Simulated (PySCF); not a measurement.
# How methods differ on the excitation energy of Co

Co [Ar] 3d7 4s2 (4F) → Co [Ar] 3d6 4s2 4p1 (high-spin determinant), as a difference of total energies. Calculation: PySCF 2.14, in def2-QZVPPD (11s6p5d4f2g, 100 functions); no relativity, point nucleus. Correlated levels: valence: [Ar] frozen. The calculations carry no spin-orbit coupling.

```csv
method,excitation energy (eV)
UHF,5.440
MP2 (valence),6.924
SCS-MP2 (valence),7.063
CCSD (valence),6.620
CCSD(T) (valence),6.242
```

How much does correlation contribute at CCSD(T) (valence)?

6.242 − (5.440) = 0.802 eV, measured against UHF.

A first-order spin-orbit estimate (lowest level to lowest level, LS coupling) adds 0.053 eV.

The coupled-cluster amplitudes are large for the upper state (T1 above 0.03 or a double amplitude above 0.15), so a single reference is strained.

The determinant of the upper state mixes LS terms, which raises its energy above the lowest term, most at the Hartree-Fock and MP2 levels.
